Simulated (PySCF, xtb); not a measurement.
AlF4, SMILES [F][Al-]([F])([F])[F], charge -1.

Harmonic wavenumbers (cm⁻¹) from GFN2-xTB (xtb 6.7.1) at its own minimum, in rising order: 149, 150, 256, 256, 256, 551, 721, 721, 721.

Q: What does PBE0-D3(BJ)/def2-SVPD (PySCF) give at its own minimum? (An estimate is asked for; the answer gives what the named calculation found.)

A: 188, 188, 291, 291, 291, 605, 785, 785, 785. Paired by order, the mean absolute difference is 47 cm⁻¹ and the zero-point energies are 5.4 and 6.0 kcal/mol.
